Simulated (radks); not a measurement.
Problem. Nd I, 60 electrons, occupied as [Xe] 4f4 6s1 5d1 (not the ground configuration). Calculated with a radial shooting solver on a logarithmic mesh with Libxc functionals: scalar-relativistic Kohn-Sham, LDA (Slater exchange, Perdew-Wang correlation), spin-polarised, spherical densities, finite nucleus; open shells are filled with parallel spins first (spin-orbit coupling, left out, can overturn this in heavy ions); Fermi nuclear charge, rms radius 4.9123 fm. Some entries of the table are withheld. Estimate them.

orbital  occ.  eigenvalue (Ry)  <r^2> (bohr^2)
1s up       1        -3186.369       0.0007611
1s down     1        -3186.369       0.0007611
2s up       1        -515.3558         0.01205
2s down     1        -515.3521         0.01205
2p up       3        -460.9503        0.009630
2p down     3        -460.9475        0.009630
3s up       1        -111.7051         0.08128
3s down     1        -111.6238         0.08121
3p up       3        -94.54011         0.08127
3p down     3        -94.45950         0.08118
3d up       5        -70.64389         0.06892
3d down     5        -70.58002         0.06882
4s up       1        -22.16794          0.4169
4s down     1        -21.96081          0.4167
4p up       3        -16.54131          0.4713
4p down     3        -16.33363          0.4711
4d up       5         -8.53763          0.5810
4d down     5         -8.33034          0.5816
5s up       1         -2.92951           2.436
5s down     1         -2.78616           2.471
5p up       3              (1)           3.434
5p down     3              (2)           3.495
6s up       1         -0.25861             (3)
6s down     0         -0.17967             (4)
5d up       1         -0.12401           15.41
4f up       4         -0.10798           1.881
5d down     0         -0.03999           23.31

Solution. 
(1) 5p up eigenvalue (Ry): -1.57511
(2) 5p down eigenvalue (Ry): -1.45238
(3) 6s up <r^2> (bohr^2): 22.44
(4) 6s down <r^2> (bohr^2): 26.21
